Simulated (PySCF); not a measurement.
**Ge₂H₄, singlet: data card**

Level of theory: PBE0/[Ge def2-TZVP, H def2-TZVP], no relativity, density fitting, PySCF.

The structure is a minimum.

* Point group: C2h
* Bond lengths: Ge–Ge 2.267 Å, Ge–H 1.539 Å (×4)
* Bond angles: Ge–Ge–H 116.8° (×4), H–Ge–H 109.6° (×2)
* Lowest empty level: -2.43 eV
* Principal quadrupole moments (Buckingham, traceless) about the centre of mass: -3.04, -0.20, 3.24 D Å
* Heat capacity Cp at 298.15 K: 74.1 J/(mol K)
* Enthalpy at 298.15 K above 0 K: 15.12 kJ/mol
* Rotational symmetry number: 2
* Zero-point energy: 76.3 kJ/mol
* Principal polarisabilities: 53.1, 62.5, 111.1 bohr³
* Rotational constants: 2.24, 0.08237, 0.08032 cm⁻¹
* Entropy at 298.15 K and 1 bar: 293.1 J/(mol K)
* Atomisation energy without zero-point energy: 1367 kJ/mol
* Dipole moment: 0.00 D
* Highest occupied level: -6.19 eV

Harmonic modes (masses in u: Ge 73.921, H 1.008):
```
symmetry  ω (cm⁻¹)  IR (km/mol)
      ag       284          0.0
      au       317         12.4
      bu       368         41.2
      ag       462          0.0
      au       493          0.1
      bg       545          0.0
      bu       860          187
      ag       872          0.0
      ag      2126          0.0
      bu      2127          165
      bg      2142          0.0
      au      2155          198
```

In C2h the vibrations span 4ag + 3au + 3bu + 2bg. The ag, bg modes carry no infrared intensity, as symmetry demands. With a centre of inversion only u modes can be infrared active and only g modes Raman active.

Charges (e):
```tsv
atom	Mulliken	Löwdin	polar tensor	Mayer order to Ge1
Ge1	-0.06	0.10	0.28	–
Ge2	-0.06	0.10	0.28	1.67
H3,4	0.03	-0.05	-0.14	0.92
H5,6	0.03	-0.05	-0.14	0.04
```
Other Mayer orders above 0.3: Ge–H 0.92 (×2).

Mulliken populations on Ge1: s 7.50, p 14.45, d 10.10, f 0.01.

Outer orbital energies (eV). occupied: -16.15, -13.94, -10.24, -9.47, -8.91, -6.19; empty: -2.43, 0.25, 0.50, 1.23.

This need not be the most stable arrangement of these atoms.

The final relaxation and frequency run took 42 s on 4 threads of a shared Arm Neoverse V2 host, with 120 basis functions and 15 gradients; the process peaked at 1.8 GiB. Launch command: `OMP_NUM_THREADS=4 python axn.py task.json out`.
